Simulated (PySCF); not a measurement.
Species: C5H12OSi2.
SMILES: `C1CC[Si]1(O[SiH3])C=C`

Method used: TDDFT B3LYP/def2-SVPD, vertical, gas phase, core orbitals frozen in the response (PySCF 2.14.0, density-fitted response routines). Isolated species at its PBE0-D3(BJ)/def2-SVP geometry (one conformer only). Torsions of this conformer, `[CH2:1]=[CH:2][Si:3]1([O:4][SiH3:5])[CH2:6][CH2:7][CH2:8]1`: C1–C2–Si3–O4 -133°, C2–Si3–O4–Si5 -172°.

Each state is given a Gaussian of 0.3 eV full width at half maximum, with ε(max) = 2.175×10⁸ f / Δν̃ (Δν̃ the width in cm⁻¹). The width is an assumption, not a result. The curve ends short of the highest state used, and states not computed would add to its high-energy end.

```tsv
λ (nm)	ε (L mol⁻¹ cm⁻¹)
182.8	6853
184.3	4876
185.9	3911
187.5	3178
189.0	2378
190.6	1506
192.1	847
193.7	403
195.3	203
196.8	198
198.4	381
199.9	764
201.5	1419
203.1	2268
204.6	3076
206.2	3712
207.8	3916
209.3	3671
210.9	3058
212.4	2345
214.0	1630
215.6	1076
217.1	722
218.7	486
220.2	349
221.8	250
223.4	176
224.9	122
226.5	77
228.0	47
229.6	26
231.2	13
232.7	7
234.3	3
235.8	1
237.4	0
```

Task: Locate the maxima and give the states behind the curve.

Result: 208 nm (5.97 eV), ε about 3900, made up of S2 (100%) (ε in L mol⁻¹ cm⁻¹; maxima over ε = 5, shares over 10%). At its high-energy end, 6.78 eV, the curve is still rising (ε about 6700, from S3 and S5). The states used: S1 5.67 eV (f 0.0028); S2 5.97 eV (f 0.043); S3 6.66 eV (f 0.030); S4 6.69 eV (f 0.0064); S5 7.00 eV (f 0.212); S6 7.02 eV (f 0.017); S7 7.08 eV (f 0.044); S8 7.27 eV (f 0.0024); S9 7.32 eV (f 0.057); S10 7.38 eV (f 0.023).

Task: What would ε be at 5.97 eV, the highest of these maxima, with half the width (0.15 eV)?

Result: About 7800 L mol⁻¹ cm⁻¹ against 3920, a factor of about 1.99; a lone state at its own centre would give exactly 2.

Task: On this curve, what absorbance would a 10⁻⁴ mol/L sample give at 193 nm over a 1 cm path?

Result: 193 nm is 6.424 eV, where ε is about 560 L mol⁻¹ cm⁻¹, so A = ε c l ≈ 0.056 (Beer–Lambert, with the gas-phase spectrum and the assumed width).

Task: Coming from long wavelengths, where does ε first pass 100 L mol⁻¹ cm⁻¹?

Result: At about 226 nm (5.50 eV), 0.18 eV below S1.
